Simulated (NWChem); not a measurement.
Species: AlHIF; SMILES [F][AlH][I]

Program: NWChem. Coordinates come from a PBE0/def2-SVP optimisation. def2 effective core potentials on I; no spin-orbit coupling. Ions are spin-unrestricted doublets at the neutral geometry; other ion states weren't tried.

| level | vertical ionisation energy, ΔSCF (eV) | −ε(HOMO) (eV) | ΔSCF minus −ε(HOMO) (eV) |
|---|---|---|---|
| B3LYP/def2-SVPD | [?] | [?] | [?] |
| PBE/def2-SVPD | 10.28 | 6.97 | 3.31 |
| CAM-B3LYP/def2-SVPD | 10.49 | 9.33 | 1.16 |
| LDA (Slater exchange, VWN5)/def2-SVPD | 10.49 | 7.12 | 3.37 |
| M06-2X/def2-SVPD | 10.34 | 9.22 | 1.12 |

Q: Fill in the missing entries.

A: 
- B3LYP/def2-SVPD, vertical ionisation energy, ΔSCF (eV): 10.45
- B3LYP/def2-SVPD, −ε(HOMO) (eV): 7.84
- B3LYP/def2-SVPD, ΔSCF minus −ε(HOMO) (eV): 2.61
